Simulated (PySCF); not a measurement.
## Yb(SH)3 at several levels of theory

Computed with PySCF 2.14.0 (density fitting, no spin-orbit coupling) at the geometry relaxed with B3LYP:

```xyz
7
Yb(SH)3 (singlet in the valence; each metal's 4f electrons, 13 of them, lie in its core potential, out of spins and levels)
Yb    0.0000    0.0000    0.8594
S     2.5103   -0.4412    0.8778
H     2.8358    0.8769    0.8872
S    -0.8730    2.3945    0.8778
H    -2.1773    2.0174    0.8872
S    -1.6372   -1.9533    0.8778
H    -0.6585   -2.8943    0.8872
```

```
 level                                                 basis    state  HOMO (eV)  gap (eV)  charge on Yb1 (e)  population of f-type functions on Yb1 (polarisation alone where 4f lies in the core)  dipole about the centre of mass (D)  largest force component (eV/Å)
 B3LYP     Yb lcecp-1-SVP with ECP59, S def2-SVP, H def2-SVP  singlet      -7.21      4.48               0.73                                                                                  0.02                                 0.09                            0.01
  BLYP                                              the same  singlet      -6.08      2.97               0.59                                                                                  0.02                                 0.08                            0.27
r2SCAN                                              the same  singlet      -6.65      3.76               0.82                                                                                  0.02                                 0.09                            0.12
    HF                                              the same  singlet     -10.26     10.28               1.17                                                                                  0.03                                 0.11                            0.56
 B3LYP  Yb lcecp-1-TZVP with ECP59, S def2-TZVP, H def2-TZVP  singlet      -7.33      4.55               1.22                                                                                  0.02                                 0.10                            0.24
```

In the lcecp rows the 4f levels are missing from HOMO and gap, and the state counts the valence alone.

Charges are Mulliken's, which hang on the basis. The relaxation used the grid (50, 194), these runs (75, 302) or, all-electron (x2c bases, spin-free X2C Hamiltonian), (99, 590).

Problem. What does PBE with Yb lcecp-1-SVP with ECP59, S def2-SVP, H def2-SVP give here?

Solution. state singlet, HOMO (eV) -6.31, gap (eV) 3.16, charge on Yb1 (e) 0.65, population of f-type functions on Yb1 (polarisation alone where 4f lies in the core) 0.02, dipole about the centre of mass (D) 0.09, largest force component (eV/Å) 0.25. Time: 4.6 s on 2 threads of Arm Neoverse V2, on a shared host, from an already converged density.

In the first row's basis the gap widens with exact exchange: 3.0 to 3.8 eV for BLYP, PBE, r2SCAN (none); 4.5 eV for B3LYP (a fixed share); 10.3 eV for Hartree–Fock (rising or full at long range).

An lcecp potential fixes the number of 4f electrons, so in runs with it no electron can move into or out of that shell.
